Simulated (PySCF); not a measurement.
# Ionising ZnSb

r²SCAN; basis Zn def2-SVP, Sb def2-SVP with ECP28; scalar-relativistic core potentials; PySCF 2.14. Neutral (UKS): quartet (σ ↑, π ↑↑), Re = 2.726 Å, ωe = 142 cm⁻¹, De = 0.50 eV, HOMO -4.48 eV, LUMO -3.15 eV.

ZnSb⁺ (UKS): triplet (π ↑↑), Re = 2.579 Å, ωe = 194 cm⁻¹, De = 2.68 eV to Zn + Sb⁺. The energies at the minima are -2019.42844 hartree for ZnSb and -2019.17142 for ZnSb⁺.

**Question.** Work out the adiabatic ionisation energy, without and with harmonic zero-point energies (1 hartree = 27.2114 eV, 1 eV = 8065.5 cm⁻¹), and the change of the bond length.

**Answer.** At r²SCAN: 0.25702 hartree = 6.994 eV between the minima; the zero-point term (194.0 − 142.0)/2 cm⁻¹ = +0.003 eV makes it 6.997 eV. Re changes by -14.7 pm against the neutral. The electron leaves a σ orbital, and the shorter bond of the ion fits an antibonding orbital, or a change in how ionic the bond is.

These are scalar-relativistic numbers at best; spin–orbit coupling would shift them, the dissociation energy most. For an ion De counts to the pair picked by the measured ionisation energies or electron affinities, which need not be the lowest pair at this level. States were picked by a PBE0 search and need not be the measured ground states.
